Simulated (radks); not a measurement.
Task: Calculated with a radial shooting solver on a logarithmic mesh with Libxc functionals: non-relativistic Kohn-Sham, LDA (Slater exchange, VWN5 correlation), spin-polarised, spherical densities, point nucleus; open shells are filled with parallel spins first. Response by self-consistent Sternheimer equations with the Hartree and adiabatic LDA kernel. For heavy and open-shell atoms this level of theory can miss by tens of per cent. Rank Cr3+, Cr5+, Cr6+, Cr4+, Cr2+, Cr+, Cr (NIST ground configurations) by static dipole polarisability, largest first.

Result: Cr 68.26, Cr+ 14.08, Cr2+ 4.485, Cr3+ 2.178, Cr4+ 1.367, Cr5+ 1.007, Cr6+ 0.8196 bohr^3.
